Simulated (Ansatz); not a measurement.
`B[SiH](O)C=O` and `O=C[SiH](O)Cl` differ in one atom or group.

Ansatz, PBE0-D4/def2-TZVP geometries, multiplicity 1. Each molecule was computed in one conformer, which needn't be the lowest.

| property | `B[SiH](O)C=O` |
| --- | --- |
| HOMO–LUMO gap (PBE/def2-TZVPP) / eV | 2.18 |
| HOMO energy (PBE/def2-TZVPP) / eV | -5.93 |
| LUMO energy (B3LYP/def2-TZVPP) / eV | -3.04 |
| LUMO energy (PBE0/def2-TZVPP) / eV | -2.83 |
| HOMO energy (ωB97M-V/def2-TZVPP) / eV | -9.49 |
| HOMO–LUMO gap (PBE0/def2-TZVPP) / eV | 4.42 |

(1) Give the same properties after the change, and the shifts. (An estimate is asked.)

Results:

(1) Ansatz gave: 
```csv
property,`O=C[SiH](O)Cl`,shift
HOMO–LUMO gap (PBE/def2-TZVPP) / eV,2.82,0.64
HOMO energy (PBE/def2-TZVPP) / eV,-6.07,-0.14
LUMO energy (B3LYP/def2-TZVPP) / eV,-2.36,0.68
LUMO energy (PBE0/def2-TZVPP) / eV,-2.11,0.72
HOMO energy (ωB97M-V/def2-TZVPP) / eV,-9.84,-0.35
HOMO–LUMO gap (PBE0/def2-TZVPP) / eV,5.44,1.02
```

With PBE0 the HOMO falls by 0.30 eV and the LUMO rises by 0.72 eV, so the gap widens by about 1.02 eV. PBE moves the HOMO by -0.14 eV and ωB97M-V by -0.35 eV.

B3LYP here is the variant with VWN-RPA as its local correlation; programs differ in this.
